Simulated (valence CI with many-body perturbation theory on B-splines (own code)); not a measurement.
**Sb37+: what the settings do**

Computed by valence CI with perturbative core correlation (CI+MBPT): four valence electrons over a frozen Dirac-Fock core [Ne], radial functions for each j: 6 s, 6 p, 5 d, 3 f, 1 g, with the one-electron correlation potential Σ1 (screened to all orders), the two-electron term Σ2, the three-electron term Σ3, Breit, model QED; selected single and double excitations, second order for the rest, scaled by the run's own slope (own B-spline code, finite nucleus).

The last digits are not significant, and no measured levels were compared; by estimate large intervals hold to a few tenths of a per cent, small ones and those within an open d or f shell to about a per cent.

The reference run has the lowest level (3s^2 3p1/2^2) J=0 and an ionisation energy of 2569.56 eV. Its largest variational space holds 9991 state functions.

Levels are named by their leading jj configuration (3d3/2^4 stands for four electrons in 3d with j = 3/2), which in mixed levels can hold well under half, so a name can repeat and another be missing. Letters in brackets count levels of one name in rising energy.

Changed runs:
A. scale of Σ1 1 → 0
B. Davidson tolerance 2e-05 → 0.0003
C. correlating orbitals by l 3 3 3 2 1 → 4 4 3 0 0
D. start configuration 3s2 3p2 → 3s2 4p2 (bad on purpose)

Excitation energies of the reference run in cm⁻¹, and shifts in cm⁻¹:

| Level | Reference | A | B | C |
| --- | --- | --- | --- | --- |
| (3s^2 3p1/2 3p3/2) J=1 | 446278 | -556 | 0 | -467 |
| (3s^2 3p1/2 3p3/2) J=2 | 494095 | -565 | 0 | +212 |
| (3s^2 3p3/2^2) J=2 | 974920 | -1114 | 0 | -58 |
| (3s^2 3p3/2^2) J=0 | 1080300 | -1119 | 0 | +647 |
| (3s 3p1/2^2 3p3/2) J=2 | 1195840 | +1083 | 0 | -635 |
| (3s 3p1/2^2 3p3/2) J=1 | 1345590 | +1062 | 0 | +209 |
| (3s^2 3p1/2 3d3/2) J=2 | 1543620 | +941 | 0 | +1086 |
| (3s 3p1/2 3p3/2^2) J=2 [a] | 1584770 | +547 | 0 | -806 |
| (3s 3p1/2 3p3/2^2) J=3 | 1660800 | +497 | 0 | +21 |
| (3s^2 3p1/2 3d3/2) J=1 | 1737590 | +931 | 0 | +2078 |
| (3s 3p1/2 3p3/2^2) J=0 | 1788230 | +542 | 0 | +29 |
| (3s^2 3p1/2 3d5/2) J=2 | 1791960 | +498 | 0 | +1287 |
| Ionisation energy (eV) | 2569.56 | -0.98 | 0 | -0.17 |

No effect on these energies: B.

Run D: It gave no result: the start configuration must fill the lowest shells above the core. The program said: "4p is not the lowest shell of its kind above the core".
